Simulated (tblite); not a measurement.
C7H9N2 (charge -1).
SMILES with atom numbers: `[CH3:1]/[CH:2]=[C:3](/[CH3:4])[c:5]1[cH:6][cH:7][n-:8][n:9]1` (hydrogens: H10, H11, H12 on C1; H13 on C2; H14, H15, H16 on C4; H17 on C6; H18 on C7)
Bond orders are those of one Lewis drawing.

Computed with GFN2-xTB (tblite), gas phase: Langevin dynamics at 600 K from the optimised GFN2-xTB geometry, time step 0.5 fs, friction 0.01 fs⁻¹, 2000 steps. The instantaneous temperature is 2·E(kin)/(3Nk) with all 3N coordinates.

| t (fs) | T (K) | E(pot) above start (eV) | C1–C2 (Å) | C2=C3 (Å) | C3–C4 (Å) | C3–C5 (Å) | C5–C6 (Å) | C1–H10 (Å) | C2–C3–C5–C6 (°) |
| --- | --- | --- | --- | --- | --- | --- | --- | --- | --- |
| 0 | 509 | 0.000 | 1.494 | 1.340 | 1.511 | 1.448 | 1.410 | 1.089 | 177 |
| 25 | 382 | 0.832 | 1.466 | 1.402 | 1.496 | 1.450 | 1.415 | 1.092 | 179 |
| 50 | 430 | 0.715 | 1.530 | 1.322 | 1.473 | 1.441 | 1.396 | 1.074 | -172 |
| 75 | 390 | 0.745 | 1.560 | 1.313 | 1.574 | 1.501 | 1.391 | 1.056 | -153 |
| 100 | 375 | 0.928 | 1.467 | 1.366 | 1.563 | 1.443 | 1.408 | 1.069 | -169 |
| 125 | 510 | 0.993 | 1.440 | 1.370 | 1.580 | 1.431 | 1.375 | 1.133 | -155 |
| 150 | 364 | 0.860 | 1.463 | 1.317 | 1.492 | 1.458 | 1.409 | 1.128 | -162 |
| 175 | 422 | 0.861 | 1.463 | 1.332 | 1.476 | 1.528 | 1.441 | 1.107 | -167 |
| 200 | 457 | 0.975 | 1.513 | 1.348 | 1.510 | 1.465 | 1.409 | 1.114 | -154 |
| 225 | 411 | 0.877 | 1.481 | 1.336 | 1.539 | 1.366 | 1.399 | 1.086 | -158 |
| 250 | 359 | 1.096 | 1.478 | 1.356 | 1.638 | 1.407 | 1.422 | 1.064 | -168 |
| 275 | 432 | 1.015 | 1.458 | 1.296 | 1.586 | 1.430 | 1.361 | 1.062 | -163 |
| 300 | 501 | 1.021 | 1.513 | 1.356 | 1.545 | 1.469 | 1.393 | 1.110 | -166 |
| 325 | 529 | 0.965 | 1.450 | 1.391 | 1.490 | 1.496 | 1.443 | 1.051 | -166 |
| 350 | 667 | 0.788 | 1.464 | 1.350 | 1.477 | 1.457 | 1.432 | 1.096 | -164 |
| 375 | 423 | 0.908 | 1.545 | 1.358 | 1.510 | 1.396 | 1.463 | 1.138 | 168 |
| 400 | 425 | 0.831 | 1.531 | 1.307 | 1.527 | 1.448 | 1.502 | 1.039 | 163 |
| 425 | 402 | 0.912 | 1.469 | 1.305 | 1.501 | 1.467 | 1.461 | 1.022 | 159 |
| 450 | 436 | 1.048 | 1.440 | 1.363 | 1.482 | 1.401 | 1.423 | 1.160 | 166 |
| 475 | 550 | 1.281 | 1.515 | 1.354 | 1.584 | 1.450 | 1.443 | 1.183 | 151 |
| 500 | 615 | 1.228 | 1.512 | 1.338 | 1.517 | 1.387 | 1.422 | 1.103 | 156 |
| 525 | 578 | 1.176 | 1.479 | 1.339 | 1.500 | 1.453 | 1.425 | 1.083 | 147 |
| 550 | 586 | 1.318 | 1.515 | 1.363 | 1.518 | 1.438 | 1.383 | 1.091 | 144 |
| 575 | 688 | 1.337 | 1.506 | 1.355 | 1.531 | 1.416 | 1.364 | 1.101 | 144 |
| 600 | 483 | 1.750 | 1.470 | 1.345 | 1.459 | 1.403 | 1.406 | 1.111 | 130 |
| 625 | 691 | 1.104 | 1.529 | 1.339 | 1.472 | 1.404 | 1.452 | 1.108 | 130 |
| 650 | 524 | 1.261 | 1.565 | 1.337 | 1.534 | 1.427 | 1.430 | 1.129 | 125 |
| 675 | 632 | 1.069 | 1.506 | 1.377 | 1.463 | 1.479 | 1.402 | 1.096 | 133 |
| 700 | 683 | 1.412 | 1.455 | 1.371 | 1.531 | 1.485 | 1.388 | 1.058 | 132 |
| 725 | 449 | 1.765 | 1.507 | 1.324 | 1.586 | 1.527 | 1.349 | 1.125 | 134 |
| 750 | 615 | 1.717 | 1.529 | 1.366 | 1.527 | 1.511 | 1.360 | 1.144 | 130 |
| 775 | 588 | 1.365 | 1.518 | 1.363 | 1.529 | 1.483 | 1.367 | 1.119 | 123 |
| 800 | 574 | 1.056 | 1.488 | 1.328 | 1.487 | 1.498 | 1.382 | 1.088 | 135 |
| 825 | 576 | 1.251 | 1.515 | 1.366 | 1.459 | 1.497 | 1.409 | 1.074 | 143 |
| 850 | 630 | 1.507 | 1.530 | 1.357 | 1.536 | 1.369 | 1.442 | 1.094 | 174 |
| 875 | 564 | 1.631 | 1.520 | 1.334 | 1.604 | 1.384 | 1.394 | 1.059 | 166 |
| 900 | 566 | 1.270 | 1.487 | 1.320 | 1.664 | 1.392 | 1.368 | 1.080 | 168 |
| 925 | 616 | 1.084 | 1.455 | 1.364 | 1.545 | 1.409 | 1.360 | 1.142 | 151 |
| 950 | 508 | 1.033 | 1.591 | 1.402 | 1.472 | 1.437 | 1.378 | 1.091 | 149 |
| 975 | 471 | 1.195 | 1.530 | 1.317 | 1.468 | 1.470 | 1.379 | 1.061 | 152 |
| 1000 | 597 | 0.955 | 1.457 | 1.343 | 1.578 | 1.494 | 1.369 | 1.073 | 173 |

Problem. From 500 fs on, how do temperature and potential energy compare with equipartition?

Solution. The mean temperature of these 21 frames is 583 K against the target 600 K, and the mean potential energy 1.31 eV against 48 × kT/2 = 1.24 eV for 48 classical harmonic modes. For 18 atoms in a canonical ensemble the temperature itself scatters by T·√(2/(3N)) = 115 K; here its standard deviation is 66 K. The whole run lasts only 10 friction times of 100 fs, so these averages carry a wide statistical error.

Problem. What are the kinetic and total energies of the listed frame with the highest potential energy?

Solution. The one at 725 fs, 1.765 eV above the start. Its kinetic energy is 3NkT/2 = 1.044 eV at 449 K, so the sum is 2.81 eV; over the listed frames the sum runs from 1.18 to 3.15 eV, since the thermostat adds and removes energy.

Problem. How much do the listed bonds fluctuate from 500 fs on?

Solution. 
```
  bond  at the start (Å)  mean (Å)  standard deviation (Å)
 C1–C2             1.494     1.508                   0.034
 C2=C3             1.340     1.350                   0.021
 C3–C4             1.511     1.523                   0.052
 C3–C5             1.448     1.446                   0.047
 C5–C6             1.410     1.392                   0.029
C1–H10             1.089     1.097                   0.025
```

The motion is classical and holds no zero-point motion.

The cost below is that of the whole dynamics run. Hardware: an AMD EPYC 7571 with one thread, shared host with 64 logical CPUs at a one-minute load of 55. Cost: 35 s, 0.18 GiB resident at most.
